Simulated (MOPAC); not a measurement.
A run for MOPAC: PM7 on SiNi, 2S+1 = 1, a point of a bond scan (R = 1.913 Å).

```
PM7 1SCF PRECISE CHARGE=0 THREADS=1
NiSi

Ni     0.00000000 1     0.00000000 1     0.00000000 1
Si     0.00000000 1     0.00000000 1     1.91294500 1
```

It printed:

```
*******************************************************************************
 **                                                                           **
 **                              MOPAC v23.2.5                                **
 **                                                                           **
 *******************************************************************************
 ** MOPAC's Digital Object Identifier: https://doi.org/10.5281/zenodo.6511958 **
 **                                                                           **
 ** Please cite the open-source release paper for use of this MOPAC version:  **
 ** J. E. Moussa and J. J. P. Stewart (2026)                                  **
 ** MOPAC: An open-source semiempirical molecular orbital program             **
 ** J. Open Source Softw., 11(119), 8025, https://doi.org/10.21105/joss.08025 **
 *******************************************************************************

                              PM7 CALCULATION RESULTS

 *******************************************************************************
 *  PM7        - The PM7 Hamiltonian to be used
 *
 *
 *
 *                 CHARGE ON SYSTEM = 0
 *
 *
 *
 *  PRECISE    - TIGHTER CRITERIA TO BE USED
 *  1SCF       - DO 1 SCF AND THEN STOP
 *  THREADS=1  - MULTI-THREADING NOT USED
 *  T=         - A TIME OF 172800.0 SECONDS REQUESTED
 *  DUMP=N     - RESTART FILE WRITTEN EVERY 7200.0 SECONDS REQUESTED
 *******************************************************************************
PM7 1SCF PRECISE CHARGE=0 THREADS=1
 NiSi

   ATOM   CHEMICAL          X               Y               Z
  NUMBER   SYMBOL      (ANGSTROMS)     (ANGSTROMS)     (ANGSTROMS)

     1      Ni          0.00000000  *   0.00000000  *   0.00000000  *
     2      Si          0.00000000  *   0.00000000  *   1.91294500  *



          CARTESIAN COORDINATES

    NO.       ATOM           X           Y           Z

     1        Ni          0.0000      0.0000      0.0000
     2        Si          0.0000      0.0000      1.9129

 General Reference for PM7:
 "Optimization of Parameters for Semiempirical Methods VI: More Modifications to the
 NDDO Approximations and Re-optimization of Parameters", J. J. P. Stewart, J. Mol. Mod., 1:32, 19 (2013)
 https://link.springer.com/article/10.1007/s00894-012-1667-x

           Empirical Formula: Ni Si  =     2 atoms



      MOLECULAR POINT GROUP   :   C*v


      RHF CALCULATION, NO. OF DOUBLY OCCUPIED LEVELS = 7


 -------------------------------------------------------------------------------
 PM7 1SCF PRECISE CHARGE=0 THREADS=1
 NiSi



     1SCF WAS SPECIFIED, SO BFGS WAS NOT USED
     SCF FIELD WAS ACHIEVED


                              PM7 CALCULATION
                                                       MOPAC v23.2.5 Linux




          FINAL HEAT OF FORMATION =        261.84995 KCAL/MOL =    1095.58017 KJ/MOL


          COSMO AREA              =         88.54 SQUARE ANGSTROMS
          COSMO VOLUME            =         75.52 CUBIC ANGSTROMS

          IONIZATION POTENTIAL    =          6.562502 EV
          HOMO LUMO ENERGIES (EV) =         -6.563 -1.003
          NO. OF FILLED LEVELS    =          7
          MOLECULAR WEIGHT        =         86.7955         POINT GROUP:  C*v

          MOLECULAR DIMENSIONS (Angstroms)

            Atom       Atom       Distance
           Si     2   Ni     1     1.91295
           Si     2   Ni     1     0.00000
           Ni     1   Si     2     0.00000


          SCF CALCULATIONS        =          1





   ATOM   CHEMICAL          X               Y               Z
  NUMBER   SYMBOL      (ANGSTROMS)     (ANGSTROMS)     (ANGSTROMS)

     1      Ni          0.00000000  *   0.00000000  *   0.00000000  *
     2      Si          0.00000000  *   0.00000000  *   1.91294500  *

                             CARTESIAN COORDINATES

   1   Ni        0.000000000     0.000000000     0.000000000
   2   Si        0.000000000     0.000000000     1.912945000


           Empirical Formula: Ni Si  =     2 atoms



      MOLECULAR POINT GROUP   :   C*v


                  EIGENVALUES
 -20.31024 -11.14296  -6.64729  -6.62300  -6.62300  -6.56250  -6.56250  -1.00271
  -1.00271   3.34254  20.96324  20.96324  25.55961  25.55961  26.04902  30.90070
  33.16892  33.16892


              NET ATOMIC CHARGES AND DIPOLE CONTRIBUTIONS

  ATOM NO.   TYPE          CHARGE      No. of ELECS.   s-Pop       p-Pop       d-Pop
    1         Ni          -1.007545       11.0075     0.95022     0.07264     9.98468
    2         Si           1.007545        2.9925     1.63109     1.35819     0.00317
 DIPOLE           X         Y         Z       TOTAL
 POINT-CHG.     0.000     0.000     9.258     9.258
 HYBRID         0.000     0.000    -4.551     4.551
 SUM            0.000     0.000     4.707     4.707


          ATOMIC ORBITAL ELECTRON POPULATIONS

     Atom    s        px        py        pz      x^2-y^2     xz        z^2       yz        xy
    1 Ni   0.95022   0.00001   0.00001   0.07263   2.00000   1.99243   1.99983   1.99243   2.00000
    2 Si   1.63109   0.00754   0.00754   1.34310   0.00000   0.00002   0.00313   0.00002   0.00000

 **********************
 *                    *
 * JOB ENDED NORMALLY *
 *                    *
 **********************




 == MOPAC DONE ==
```

The run finished.

Cost: very roughly 0.06 core-seconds.
